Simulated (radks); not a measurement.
Problem. Neutral magnesium, configuration [Ne] 3s1 3p1 (not the ground configuration). Calculated with a radial shooting solver on a logarithmic mesh with Libxc functionals: Dirac Kohn-Sham, PBE, spin-unpolarised, spherical densities, finite nucleus; open shells fill j = l - 1/2 first; Fermi nuclear charge, rms radius 3.057 fm. Some entries of the table are withheld. Estimate them.

orbital,occ.,eigenvalue (eV),<r^2> (bohr^2),<r> (bohr)
1s1/2,2,-1261.690,0.02300,0.1306
2s1/2,2,-81.9078,0.5846,0.6967
2p1/2,2,-48.8561,0.6060,0.6868
2p3/2,4,-48.5674,0.6099,0.6891
3s1/2,1,(1),10.94,(2)
3p1/2,1,-2.0731,21.76,4.265
3p3/2,0,-2.0651,21.85,4.273

Solution. 
(1) 3s1/2 eigenvalue (eV): -5.6674
(2) 3s1/2 <r> (bohr): 3.057
